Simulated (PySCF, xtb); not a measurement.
Al(Me)2(NCO) (C3H6AlNO), SMILES [CH3][Al]([CH3])[N]=C=O.

xtb with GFN2-xTB at its own geometry gives an orbital gap of 4.36 eV and a dipole moment of 3.86 D.

Geometry optimised at r2SCAN-D4/def2-SVP. A frequency run showed that this geometry is not a minimum. The structure was generated by enumeration; whether it is a known compound was not checked. One conformer was computed; it need not be the lowest.

### Question
What does ωB97X/def2-TZVP in PySCF give? (An estimate is asked for; the answer gives what the named calculation found.)

### Answer
gap 11.26 eV (levels -10.19 and 1.07 eV), dipole 3.06 D.
